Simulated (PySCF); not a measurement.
## Worked example: dipole moment from atomic charges

Br₂FGeH₂N, SMILES [F][Ge]([Br])([NH2])[Br]. Atoms are numbered in the order given.

```xyz
7

N      2.1810    -0.3743     0.5417
Ge     0.3698    -0.1902     0.4418
F     -0.2814    -0.6259     2.0021
Br    -0.1184     2.0166     0.0206
Br    -0.7306    -1.5739    -1.0559
H      2.4885    -1.3509     0.4506
H      2.6617     0.1944    -0.1660
```

Geometry optimised at PBE-D3(BJ)/def2-SVP. Other conformers were not sampled.

Charges (e) from PBE/def2-TZVP (PySCF):

```csv
atom,Mulliken,ESP fit
N1,-0.532,-0.626
Ge2,0.836,0.197
F3,-0.315,-0.139
Br4,-0.236,-0.018
Br5,-0.248,-0.069
H6,0.246,0.348
H7,0.249,0.306
```

The dipole moment of the full density is 2.78 D.

**Question.** What dipole moment does each set of point charges give, and which comes closer to that of the density?

**Answer.** 
μ = Σ q r, and 1 e Å = 4.8032 D.
Mulliken: Σ q r = (0.722, -0.132, -0.223) e Å, |μ| = 3.68 D.
ESP fit: Σ q r = (0.480, -0.054, -0.352) e Å, |μ| = 2.87 D.
ESP fit comes closer in size. Point charges leave out the atoms' own dipoles (lone pairs, polarised bonds); fits to the potential absorb them, partitions of the density don't.
